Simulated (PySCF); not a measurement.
Sulfur hexafluoride, SF6.
SMILES: `FS(F)(F)(F)(F)F`

Computed, not measured: CAM-B3LYP/def2-SVPD in PySCF (dipole) on a GFN2-xTB geometry, gas phase.

Masses are those of the commonest isotopes; rigid-rotor values at the optimised geometry. 

Question: What are A, B and C (MHz)?

Answer: Ia = 192.18, Ib = 192.22, Ic = 192.28 u·Å²; 505379 MHz·u·Å²/I gives A = 2630, B = 2629, C = 2628 MHz.

Question: What kind of rotor is it?

Answer: A spherical top, as the point group Oh requires three equal moments; the computed ones differ by 0.05 % because the geometry is symmetric only within the optimiser's tolerance.

The point group Oh allows no dipole (computed: 0.00 D), so a rigid rotor has no electric-dipole lines.

Question: Estimate the classical rotational partition function at 10 K, 200 K and 500 K.

Answer: Point group Oh, symmetry number σ = 24; q = (√π/σ)·√((kT/h)³/(ABC)), k/h = 20836.6 MHz/K: 52.1 at 10 K, 4660 at 200 K, 18400 at 500 K.

Not checked by GFN2-xTB frequencies. Zero-point vibration and centrifugal distortion are left out.
